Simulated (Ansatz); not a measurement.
Relaxation of CH5ClGe (8 atoms, charge 0, multiplicity 1), to a largest force component of 0.03 eV/Å in at most 50 steps.

Method: RKS PBE0-D4/def2-SVP (Ansatz 0.2.0).

```xyz
8
Properties=species:S:1:pos:R:3:forces:R:3
Ge 0.122 0.067 0.087 0.87 -0.04 0.65
H 0.515 -0.032 1.560 -1.37 0.04 0.89
H 1.645 -0.015 0.000 0.44 0.08 -1.56
C -0.854 1.590 -0.605 -0.03 -0.05 0.01
H -1.894 1.287 -0.809 0.12 0.04 0.06
H -0.845 2.402 0.136 -0.01 0.03 -0.04
H -0.394 1.935 -1.541 -0.02 0.02 0.02
Cl -0.823 -1.739 -0.614 -0.01 -0.11 -0.03
```

Task: Where does it end, and by what steps?

Result: The forces met the threshold. The force dipped under the threshold on the way, but the program's further checks kept it going. After 11 steps the energy has fallen by 0.651 eV; H2 moved furthest, 0.58 Å.

| step | energy less start (eV) | largest force component (eV/Å) | accepted |
| --- | --- | --- | --- |
| 0 | 0.0000 | 1.559 | yes |
| 1 | -0.4767 | 0.685 | yes |
| 2 | -0.5507 | 0.665 | yes |
| 3 | -0.6294 | 0.247 | yes |
| 4 | -0.6355 | 0.115 | yes |
| 5 | -0.6404 | 0.217 | yes |
| 6 | -0.6495 | 0.021 | yes |
| 7 | -0.6494 | 0.171 | no |
| 8 | -0.6504 | 0.024 | yes |
| 9 | -0.6506 | 0.080 | yes |
| 10 | -0.6507 | 0.055 | yes |
| 11 | -0.6510 | 0.002 | yes |

```xyz
8
Properties=species:S:1:pos:R:3
Ge 0.187 0.065 0.163
H -0.048 -0.122 1.672
H 1.690 0.153 -0.150
C -0.808 1.565 -0.561
H -1.881 1.437 -0.361
H -0.468 2.503 -0.097
H -0.655 1.629 -1.647
Cl -0.544 -1.737 -0.805
```

Time of the run: 24 s on 2 threads of Arm Neoverse V2, with other jobs on the host, peak memory 0.19 GiB.
